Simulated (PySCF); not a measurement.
Computed IR spectrum (relative IR intensity) of a molecule C3H10InN. Geometry optimised at PBE-D3(BJ)/def2-SVP. The def2 effective core potentials stand for the cores of In; spin–orbit coupling is left out. The values are those of a single conformer. These are PBE-D3(BJ)/def2-SVP run with PySCF values and carry that method's errors. Frequencies are harmonic and unscaled.

```json
[
 {"ν (cm⁻¹)": "114", "relative intensity": "3.7"},
 {"ν (cm⁻¹)": "249", "relative intensity": "4.1"},
 {"ν (cm⁻¹)": "455", "relative intensity": "43"},
 {"ν (cm⁻¹)": "498", "relative intensity": "19"},
 {"ν (cm⁻¹)": "513", "relative intensity": "25"},
 {"ν (cm⁻¹)": "668", "relative intensity": "13"},
 {"ν (cm⁻¹)": "687", "relative intensity": "14"},
 {"ν (cm⁻¹)": "716", "relative intensity": "39"},
 {"ν (cm⁻¹)": "1036", "relative intensity": "9.8"},
 {"ν (cm⁻¹)": "1121", "relative intensity": "39"},
 {"ν (cm⁻¹)": "1134", "relative intensity": "9.3"},
 {"ν (cm⁻¹)": "1318", "relative intensity": "5.2"},
 {"ν (cm⁻¹)": "1379", "relative intensity": "3.3"},
 {"ν (cm⁻¹)": "1396", "relative intensity": "21"},
 {"ν (cm⁻¹)": "1440", "relative intensity": "4.1"},
 {"ν (cm⁻¹)": "2879", "relative intensity": "100"},
 {"ν (cm⁻¹)": "2920", "relative intensity": "30"},
 {"ν (cm⁻¹)": "2985", "relative intensity": "9.3"},
 {"ν (cm⁻¹)": "3016", "relative intensity": "12"},
 {"ν (cm⁻¹)": "3093", "relative intensity": "4.1"},
 {"ν (cm⁻¹)": "3101", "relative intensity": "5.0"}
]
```

Problem. Which structure fits?
A. [CH3][InH][N](C)C
B. C[NH][In]([CH3])[CH3]
C. CC[N](C)[InH2]
D. CC(C)[NH][InH2]

Solution. B, C[NH][In]([CH3])[CH3]
